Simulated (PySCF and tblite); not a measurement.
The numbers below are computed, except where a source is named.
Stationary points of C$_{5}$H$_{12}$Si at GFN2-xTB, in Å:

Structure A

```
 1 C    -1.417   -0.602   -1.019
 2 C    -0.945    0.449   -0.019
 3 C    -0.416   -0.199    1.264
 4 C     0.932   -0.869    0.982
 5 Si    1.776    0.268   -0.293
 6 C     0.197    1.285   -0.610
 7 H    -2.183   -1.236   -0.577
 8 H    -0.588   -1.228   -1.338
 9 H    -1.840   -0.124   -1.901
10 H    -1.799    1.093    0.226
11 H    -0.274    0.585    2.013
12 H    -1.140   -0.912    1.666
13 H     0.776   -1.870    0.580
14 H     1.495   -0.993    1.905
15 H     2.260   -0.454   -1.474
16 H     2.861    1.073    0.278
17 H     0.008    1.512   -1.657
18 H     0.255    2.242   -0.089
```

Structure B

```
 1 C    -2.095    0.001   -0.661
 2 C    -0.758    0.304    0.005
 3 C    -0.194   -0.911    0.745
 4 C     1.200   -0.554    1.267
 5 Si    1.970    0.501   -0.121
 6 C     0.303    0.756   -1.006
 7 H    -2.835   -0.298    0.079
 8 H    -1.985   -0.807   -1.382
 9 H    -2.469    0.879   -1.185
10 H    -0.905    1.108    0.736
11 H    -0.858   -1.217    1.556
12 H    -0.118   -1.745    0.044
13 H     1.763   -1.452    1.518
14 H     1.108    0.026    2.186
15 H     2.941   -0.234   -0.938
16 H     2.566    1.745    0.374
17 H     0.240    0.126   -1.896
18 H     0.116    1.778   -1.333
```

Structure C

```
 1 C    -1.968   -0.212   -0.789
 2 C    -0.801    0.405   -0.021
 3 C    -0.285   -0.549    1.087
 4 C     1.208   -0.868    0.936
 5 Si    1.942    0.617    0.008
 6 C     0.332    0.807   -0.980
 7 H    -2.798   -0.431   -0.119
 8 H    -1.658   -1.139   -1.268
 9 H    -2.321    0.471   -1.559
10 H    -1.165    1.317    0.464
11 H    -0.445   -0.077    2.057
12 H    -0.868   -1.473    1.083
13 H     1.335   -1.770    0.334
14 H     1.653   -1.077    1.906
15 H     3.117    0.302   -0.806
16 H     2.220    1.760    0.884
17 H     0.350    0.119   -1.828
18 H     0.150    1.799   -1.388
```

Level: PBE0/pcSseg-1 + D3(BJ) on GFN2-xTB stationary points, with GFN2-xTB thermal terms.

Problem. Which structure is a saddle point, and along which motion?

Solution. C: one imaginary mode (75i cm⁻¹ at GFN2-xTB, mostly on C1, C3, C6), along the inversion of the 5-membered ring (2–3–4–5–6).

Problem. Give their symmetry and energies above the lowest.

Solution. A C1, 0.6 kcal/mol; B C1, 0.0 kcal/mol; C C1, 4.9 kcal/mol.
